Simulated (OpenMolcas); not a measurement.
Mn3+ with 6 ligands (chloride) in octahedral coordination (Oh). A charge of +0.5 e stands 3.2 Å behind each ligand. Ligand basis ANO-RCC-VDZP.

| Quantity | Value |
| --- | --- |
| Program | OpenMolcas |
| Method | SS-CASPT2, IPEA 0.25 Eh, imaginary shift 0.1 Eh (closed shells correlated: 3s 3p and the ligand valence shells) |
| Basis | ANO-RCC-VDZP [5s4p2d1f] |
| Scalar Hamiltonian | DKH2, point nucleus |
| Active space | 4 electrons in 5 orbitals (3d) |
| State averaging | 2S+1 = 5 even, 5 roots; 2S+1 = 3 even, 45 roots; 2S+1 = 1 even, 50 roots |
| Spin-orbit coupling | RASSI with atomic mean-field integrals over the reference wave functions |

All ligands move together. At R = 2.34 Å the first state of the same spin is 14790 cm-1, and at R = 2.41 Å it is 13050 cm-1.

Task: A third run gives 10910 cm-1. What distance was it run at?

Result: With a power law R^-n the two known points give n = -ln(13050 / 14790) / ln(2.41 / 2.34) = 4.25. Then R = 2.34 × (14790 / 10910)^(1/4.25) = 2.514 Å. The run was at 2.52 Å, so the estimate is off by -0.006 Å.

Roots that are degenerate in the reference are averaged as groups; the widest CASPT2 spread within a group is 1200 cm-1 (the 2-fold group of multiplicity 1 near 73600 cm-1 above the lowest state of its run, R = 2.41). Shifts and gaps below about the spread of the groups concerned are not significant. Over all roots computed the reference weight is 0.63 to 0.67 in R = 2.34, 0.63 to 0.67 in R = 2.41, 0.63 to 0.67 in R = 2.52; a low but even weight reflects the number of correlated electrons. An orbital doublet at a regular site is open to a Jahn-Teller distortion, which this geometry leaves out. This shell can be high or low spin here, a state of another spin lies low, and with metal d orbitals alone active their balance is uncertain, so the ground spin may be wrong. Ligand-to-metal charge-transfer states are missing. These CASPT2 states fit no ligand-field parameters well, so their order and spin gaps are uncertain. With no ligand orbital active B as a rule stays too high, so bands that hang on it stand too high and its fall with covalency is understated. With one d shell and no ligand orbital active, 10Dq can be off by a tenth or more. No measured value stands beside these numbers; the geometry is a model, was not optimised and need not be the one that this ion takes.
